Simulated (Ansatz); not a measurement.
Harmonic frequencies (cm⁻¹) at PBE0-D4/def2-TZVP from Ansatz: 15, 105, 127, 147, 184, 331, 487, 500, 520, 571, 580, 624, 763, 775, 849, 1230, 1445, 1451, 1926, 1938, 1948, 3064, 3161, 3181.

Each molecule was computed in one conformer, which needn't be the lowest.

Which molecule is it?
A. `NC(F)([SiH3])S`
B. `F[SiH]1[SiH2][GeH2]1`
C. `BC[Te][SiH3]`
D. `[CH3][SbH][S][AlH2]`

D.
